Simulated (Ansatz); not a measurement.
```yaml
crystal:
  periodic: [false, false, false]
  atoms:
    - {symbol: B, position_ang: [-0.892902, -0.213131, 1.087334]}
    - {symbol: C, position_ang: [0.322485, 0.308722, 0.250457]}
    - {symbol: O, position_ang: [0.180494, -1.496396, 0.267232]}
    - {symbol: C, position_ang: [0.241645, 0.686635, -1.287470]}
    - {symbol: F, position_ang: [0.060335, 1.986027, -1.199329]}
    - {symbol: H, position_ang: [-0.838402, -0.241516, 2.221510]}
    - {symbol: H, position_ang: [-1.937336, -0.391475, 0.576270]}
    - {symbol: H, position_ang: [1.322272, 0.493124, 0.670075]}
    - {symbol: H, position_ang: [0.927503, -1.730241, 0.885916]}
    - {symbol: H, position_ang: [1.058178, 0.316795, -1.735609]}
    - {symbol: H, position_ang: [-0.591613, 0.231939, -1.630365]}
basis:
  gaussian: {orbitals: def2-SVP}
hamiltonian: {xc: {name: HF}}
correlation: {method: mp2, frozen_orbitals: {B: 9}}
accuracy: high
```

```sh
$ ansatz run in.yaml --threads 4 --pin off --events-out ev --progress --plain --max-ram 10444MiB
```

Output, abridged:

```
Functional definition: HF
Error: "frozen_orbitals" has no count for C
```

In this input frozen orbitals are typed for one element alone, and the program wants a count for each. The input was rejected before any iteration.
